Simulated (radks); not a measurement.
All-electron atom: Pr IV in [Xe] 4f2 (the NIST ground configuration).

Calculated with a radial shooting solver on a logarithmic mesh with Libxc functionals: Dirac Kohn-Sham, LDA (Slater exchange, VWN5 correlation), spin-unpolarised, spherical densities, finite nucleus; open shells fill j = l - 1/2 first; Fermi nuclear charge, rms radius 4.8919 fm.

Energy parts (hartree):
total: -9234.0324
kinetic: 9928.9502
electron-nucleus: -22476.7840
Hartree: 3522.7263
exchange-correlation: -208.9249

Orbitals (lengths in bohr, moments of r in powers of bohr; r(max) is where P^2 peaks; r(90%) holds 90 % of the orbital's charge):
orbital  occ.  eigenvalue (hartree)  r(90%)   <1/r>   r(max)      <r>
1s1/2       2             -1534.726  0.0435   64.63  0.01543  0.02411
2s1/2       2             -247.7798   0.159   15.27  0.08749   0.1027
2p1/2       2             -234.3532   0.142   15.26  0.06652  0.08608
2p3/2       4             -216.6555   0.150   13.77  0.07187  0.09239
3s1/2       2             -54.34291   0.400   5.517   0.2496   0.2724
3p1/2       2             -48.61690   0.394   5.435   0.2362   0.2620
3p3/2       4             -45.11312   0.411   5.062   0.2479   0.2743
3d3/2       4             -35.07717   0.384   4.932   0.1985   0.2454
3d5/2       6             -34.32136   0.389   4.838   0.2018   0.2492
4s1/2       2             -11.68440   0.894   2.297   0.5790   0.6218
4p1/2       2              -9.53885   0.930   2.194   0.5870   0.6389
4p3/2       4              -8.77501   0.970   2.069   0.6120   0.6669
4d3/2       4              -5.24107    1.08   1.852   0.6297   0.7178
4d5/2       6              -5.10628    1.09   1.821   0.6379   0.7277
4f5/2       2              -1.11284    1.71   1.295   0.6745    1.007
4f7/2       0              -1.09806    1.73   1.283   0.6793    1.016
5s1/2       2              -2.41549    2.10  0.9095    1.332    1.467
5p1/2       2              -1.81486    2.36  0.8110    1.450    1.627
5p3/2       4              -1.69767    2.46  0.7688    1.517    1.702
5d3/2       0              -0.89107    3.37  0.5631    1.951    2.276
5d5/2       0              -0.87841    3.41  0.5552    1.978    2.305
5f5/2       0              -0.33610    6.93  0.2772    4.016    4.640
5f7/2       0              -0.33534    6.95  0.2767    4.032    4.655
6s1/2       0              -0.77187    4.64  0.3941    3.073    3.287
6p1/2       0              -0.61047    5.32  0.3458    3.497    3.752
6p3/2       0              -0.58617    5.51  0.3333    3.633    3.886

The highest occupied level is 4f5/2 at -30.282 eV. The electron density at the nucleus is 4.152e+05 e/bohr^3. For comparison, the ionisation energy in NIST's Atomic Spectra Database is 38.98 eV (semi-empirical). In exact Kohn-Sham theory the highest level is minus the ionisation energy, but local and semilocal functionals leave it too shallow, through self-interaction and a potential that decays too fast; potentials with the right tail come closer.

Beside tabulated values, note that spin-unpolarised runs miss the spin-polarisation part of the exchange energy of open shells.
